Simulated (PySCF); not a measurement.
# `C[C@@H]1[C@H](F)[C@H]1[Si@H](C)Cl`, C5H10ClFSi

Molfile (atoms numbered from 1):
```
C5H10ClFSi
     RDKit          3D

 18 18  0  0  0  0  0  0  0  0999 V2000
   -2.7164   -0.0428   -0.3858 C   0  0  0  0  0  0  0  0  0  0  0  0
   -1.3462   -0.6552   -0.2470 C   0  0  2  0  0  0  0  0  0  0  0  0
   -0.6898   -0.7459    1.0894 C   0  0  2  0  0  0  0  0  0  0  0  0
   -1.3424   -0.2392    2.1763 F   0  0  0  0  0  0  0  0  0  0  0  0
   -0.1587    0.2252    0.0798 C   0  0  1  0  0  0  0  0  0  0  0  0
    1.5279   -0.0341   -0.7200 Si  0  0  2  0  0  4  0  0  0  0  0  0
    2.8793    0.7906    0.3260 C   0  0  0  0  0  0  0  0  0  0  0  0
    1.4807    0.8132   -2.5575 Cl  0  0  0  0  0  0  0  0  0  0  0  0
   -3.4850   -0.8000   -0.2403 H   0  0  0  0  0  0  0  0  0  0  0  0
   -2.8617    0.7390    0.3558 H   0  0  0  0  0  0  0  0  0  0  0  0
   -2.8370    0.3878   -1.3783 H   0  0  0  0  0  0  0  0  0  0  0  0
   -1.1653   -1.4885   -0.9164 H   0  0  0  0  0  0  0  0  0  0  0  0
   -0.1231   -1.6213    1.3814 H   0  0  0  0  0  0  0  0  0  0  0  0
   -0.4306    1.2529    0.2968 H   0  0  0  0  0  0  0  0  0  0  0  0
    1.7765   -1.4680   -0.8952 H   0  0  0  0  0  0  0  0  0  0  0  0
    2.7095    1.8607    0.4161 H   0  0  0  0  0  0  0  0  0  0  0  0
    3.8593    0.6544   -0.1221 H   0  0  0  0  0  0  0  0  0  0  0  0
    2.9141    0.3775    1.3293 H   0  0  0  0  0  0  0  0  0  0  0  0
  1  2  1  0
  2  3  1  0
  3  4  1  0
  3  5  1  0
  5  6  1  0
  6  7  1  0
  6  8  1  0
  5  2  1  0
  1  9  1  0
  1 10  1  0
  1 11  1  0
  2 12  1  6
  3 13  1  1
  5 14  1  1
  6 15  1  6
  7 16  1  0
  7 17  1  0
  7 18  1  0
M  END
```

Method used: TDDFT CAM-B3LYP/def2-SVPD circular dichroism and optical rotation, one conformer, gas phase in PySCF 2.14.0. Geometry: GFN2-xTB.

The molecule is flexible and this is one conformer; a measurement averages over conformers.

Q: Draw the ECD and absorption spectra from the lowest 16 states, each a Gaussian of half-width 0.2 eV at 1/e height.

A: 
```
E (eV)  λ (nm)  Δε (L mol⁻¹ cm⁻¹)  ε (L mol⁻¹ cm⁻¹)
  7.09     175              +0.02              2.05
  7.24     171              +0.48              56.5
  7.39     168              +4.22               507
  7.54     164             +11.64              1500
  7.69     161              +4.27              1780
  7.84     158             -36.64              2500
  7.99     155             -74.41              4450
  8.14     152             -23.08              6260
  8.29     150             +70.15              9480
  8.44     147             +95.53              9090
  8.59     144             +56.34              7750
  8.74     142             +35.79              9280
  8.89     139             +73.35              8950
```
Δε uses R in velocity form, ε uses f in length form. Only the states computed contribute, so the short-wavelength end is incomplete.
